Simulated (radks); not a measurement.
Question: Coherent X-ray form factor from a spherical all-electron density. Calculated with a radial shooting solver on a logarithmic mesh with Libxc functionals: scalar-relativistic Kohn-Sham, LB94 model potential, spin-polarised, spherical densities, finite nucleus; Fermi nuclear charge, rms radius of each element as measured or else 0.836 A^(1/3) + 0.57 fm.

| sin(theta)/lambda (1/angstrom) | f0 (electrons) |
|---|---|
| 0.05 | 53.916 |
| 0.1 | 51.261 |
| 0.15 | 48.007 |
| 0.2 | 44.691 |
| 0.25 | 41.544 |
| 0.3 | 38.683 |
| 0.4 | 33.874 |
| 0.5 | 29.972 |
| 0.6 | 26.667 |
| 0.8 | 21.577 |
| 1 | 18.250 |
| 1.25 | 15.462 |
| 1.5 | 13.158 |
| 2 | 9.205 |

The species is in the configuration that NIST lists as its ground one. Which atom or ion scatters so?

Answer: The barium ion Ba+, [Xe] 6s1. Extrapolating in s^2 from the first two rows gives f0(0) = 54.8, near the electron count 55; among species with that count, the fall with angle is slower the higher Z, and the table is that of Z = 56; from so few rows the species is fixed only to a neighbour or two.
